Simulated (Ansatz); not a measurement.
Start from `O=C[S][GaH2]` and change one atom or group to get `CCSC=O`.

Ansatz, PBE0-D4/def2-TZVP geometries, multiplicity 1. Each molecule was computed in one conformer, which needn't be the lowest.

Scalar relativity is left out up to krypton.

```tsv
property	`O=C[S][GaH2]`
ideal-gas entropy at 298 K and 1 bar (rigid rotor, harmonic PBE0-D4/def2-TZVP) / J/(mol·K)	330
HOMO energy (PBE0/def2-TZVPP) / eV	-7.88
LUMO energy (ωB97M-V/def2-TZVPP) / eV	-0.29
LUMO energy (PBE/def2-TZVPP) / eV	-2.82
HOMO energy (B3LYP/def2-TZVPP) / eV	-7.65
LUMO energy (B3LYP/def2-TZVPP) / eV	-2.28
```

(1) Give the same properties after the change, and the shifts. (An estimate is asked.)

Results:

(1) Ansatz gave: 
| property | `CCSC=O` | shift |
| --- | --- | --- |
| ideal-gas entropy at 298 K and 1 bar (rigid rotor, harmonic PBE0-D4/def2-TZVP) / J/(mol·K) | 329 | -1 |
| HOMO energy (PBE0/def2-TZVPP) / eV | -7.52 | 0.36 |
| LUMO energy (ωB97M-V/def2-TZVPP) / eV | 1.45 | 1.74 |
| LUMO energy (PBE/def2-TZVPP) / eV | -1.82 | 1.00 |
| HOMO energy (B3LYP/def2-TZVPP) / eV | -7.30 | 0.35 |
| LUMO energy (B3LYP/def2-TZVPP) / eV | -1.03 | 1.25 |

With PBE0 the HOMO rises by 0.36 eV and the LUMO rises by 1.24 eV, so the gap widens by about 0.88 eV. PBE moves the HOMO by 0.23 eV and ωB97M-V by 0.48 eV. The zero-point energy changes by 137.6 kJ/mol with +12 modes.

B3LYP here is the variant with VWN-RPA as its local correlation; programs differ in this.
